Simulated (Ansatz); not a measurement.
Stepwise reaction of `[SiH3][SiH2]S` with hydrogen fluoride, as a gas-phase model of exchange steps in deposition or etching. ΔE in kJ/mol; ΔG adds harmonic PBE0-D4 terms to CCSD(T)/CBS, at 1 bar.

Gas-phase electronic energies from Ansatz, PBE0-D4/def2-TZVP geometries. CCSD(T)/CBS is the MP2 limit (def2-TZVPP, def2-QZVPP) plus CCSD(T) − MP2 in def2-TZVPP, frozen cores. This one scheme is used for every species. Functionals use def2-TZVPP. B3LYP here is the variant with VWN-RPA as its local correlation; programs differ in this. One conformer a species, not always the lowest.

```tsv
step	reaction	PBE-D4	B3LYP-D4	ωB97M-V	CCSD(T)/CBS	ΔG(400 K)
1	`[SiH3][SiH2]S` + H–F → `F[SiH2][SiH2]S` + H₂	-93.6	-103.1	-101.3	-97.5	-96.3
2	`F[SiH2][SiH2]S` + H–F → `F[SiH2][SiH](F)S` + H₂	-109.5	-117.2	-116.5	-111.4	-109.5
```

(1) By hand: ΔE of the 2 steps together at CCSD(T)/CBS.

Answers

(1) (-97.5) + (-111.4) = -208.9 kJ/mol, or -104.5 kJ/mol a step.

In ΔE each step is lower than the one before. All are downhill at CCSD(T)/CBS. ΔG lies between -109.5 and -96.3 kJ/mol a step. PBE-D4 differs from CCSD(T)/CBS by 1.9 to 3.9 kJ/mol a step. Isolated molecules leave out the surface, adducts and barriers. Largest T1 diagnostic: 0.012.
